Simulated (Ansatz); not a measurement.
# Strength of the C–Si bond: C3H11NSi → C2H8NSi + CH3

Species: C3H11NSi `C[SiH2]N(C)C`, singlet; C2H8NSi `CN(C)[SiH2]`, doublet; CH3 (methyl radical) `[CH3]`, doublet. 

Shapes, held fixed at every level: PBE0-D4/def2-TZVP. Flexible molecules stand in one conformer, not always the lowest. Programs: Ansatz 0.2.0. The zero-point and thermal change to 298 K, harmonic and unscaled (PBE0-D4/def2-TZVP), is -16.9 kJ/mol.

```json
{"level": "SPW92/def2-TZVPP", "kind": "LDA", "ΔH(298 K) (kJ/mol)": "+403.3"}
{"level": "r2SCAN0-D4/def2-TZVPP", "kind": "global hybrid", "ΔH(298 K) (kJ/mol)": "+336.9"}
{"level": "wB97M-V/def2-TZVPP", "kind": "range-separated hybrid", "ΔH(298 K) (kJ/mol)": "+372.3"}
{"level": "B2PLYP/def2-TZVPP", "kind": "double hybrid", "ΔH(298 K) (kJ/mol)": "+347.6"}
{"level": "MP2/def2-SVP", "kind": "perturbation theory", "ΔH(298 K) (kJ/mol)": "+359.0"}
{"level": "CCSD(T)/def2-SVP", "kind": "coupled cluster or CI", "ΔH(298 K) (kJ/mol)": "+346.0"}
{"level": "CCSD/def2-SVP", "kind": "coupled cluster or CI", "ΔH(298 K) (kJ/mol)": "+341.3"}
{"level": "MP2/def2-TZVPP", "kind": "perturbation theory", "ΔH(298 K) (kJ/mol)": "+373.4"}
```

MP2/def2-TZVPP gives ΔH(298 K) = +373.4 kJ/mol; the levels span +336.9 to +403.3. The median of the levels is +353.3. No measured value is set beside it here. Open shells run unrestricted unless RO is named.
